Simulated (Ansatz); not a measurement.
Relaxation of CH7NOSi2 (12 atoms, charge 0, multiplicity 1), to a largest force component of 0.015 eV/Å in at most 40 steps.

Level of theory: Ansatz, RKS r2SCAN/def2-SVP.

```xyz
12
Properties=species:S:1:pos:R:3:forces:R:3
N -1.154 0.969 1.078 -3.22 2.95 0.27
C -0.371 0.171 0.536 1.88 -1.51 -1.87
Si 0.623 -1.002 1.551 1.62 -0.19 2.28
Si 0.012 0.038 -1.311 -2.73 0.01 -1.05
O -0.817 1.241 -2.168 -0.61 0.13 1.03
H -1.688 1.583 0.343 1.05 -0.85 1.18
H 2.131 -0.688 1.441 -0.74 0.01 -0.14
H 0.517 -2.390 1.096 -0.24 -0.49 -0.35
H 0.319 -0.949 3.054 -0.04 0.01 -0.71
H 1.385 0.144 -1.592 1.71 0.14 -0.27
H -0.564 -1.267 -1.813 0.36 -0.02 0.26
H -1.704 1.430 -1.769 0.96 -0.19 -0.62
```

Q: Where does it end, and by what steps?

A: The run converged. After 39 steps the energy has fallen by 0.558 eV; H12 moved furthest, 0.95 Å.

```tsv
step	energy less start (eV)	largest force component (eV/Å)	accepted
0	0.0000	3.223	yes
2	-0.1771	2.981	no
4	-0.4599	0.771	yes
6	-0.5192	0.255	yes
8	-0.5317	0.178	yes
10	-0.5394	0.162	yes
12	-0.5398	0.171	no
14	-0.5416	0.113	yes
16	-0.5419	0.021	yes
18	-0.5421	0.177	no
20	-0.5418	0.302	no
22	-0.5434	0.053	yes
24	-0.5441	0.060	yes
26	-0.5455	0.165	yes
28	-0.5470	0.094	yes
30	-0.5498	0.165	yes
32	-0.5467	0.265	no
34	-0.5559	0.060	yes
36	-0.5578	0.024	yes
38	-0.5577	0.043	no
39	-0.5580	0.011	yes
```

```xyz
12
Properties=species:S:1:pos:R:3
N -0.977 1.020 1.170
C -0.268 0.120 0.580
Si 0.745 -1.045 1.698
Si -0.228 0.017 -1.320
O -1.167 1.329 -1.750
H -1.457 1.610 0.467
H 2.163 -0.570 1.735
H 0.749 -2.421 1.109
H 0.178 -1.072 3.075
H 1.172 0.118 -1.837
H -0.812 -1.272 -1.808
H -1.412 1.447 -2.674
```

Whether the end is a true minimum wasn't checked by a vibrational analysis.

Time of the run: 110 s on 2 threads of Intel(R) Xeon(R) Platinum 8488C (Sapphire Rapids), with other jobs on the host, peak memory 0.19 GiB.
